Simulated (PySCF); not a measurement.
```xyz
7

B      1.0548     0.1244    -0.1059
B     -0.4935    -0.2561     0.3907
O     -1.6882     0.0118    -0.1942
H      1.6117     1.1231     0.2577
H      1.7166    -0.6327    -0.7606
H     -0.5780    -0.8658     1.4333
H     -1.6233     0.4952    -1.0210
```

Charge 0, multiplicity 1.

**Question.** Give the Mulliken and meta-Löwdin atomic charges from PBE0-D3(BJ)/def2-TZVP in PySCF 2.14.0.

**Answer.** 
```
atom  Mulliken (e)  meta-Löwdin (e)
----  ------------  ---------------
B1           -0.12            -0.10
B2            0.10             0.14
O3           -0.38            -0.47
H4            0.03             0.03
H5            0.03             0.03
H6            0.00             0.01
H7            0.33             0.35
```
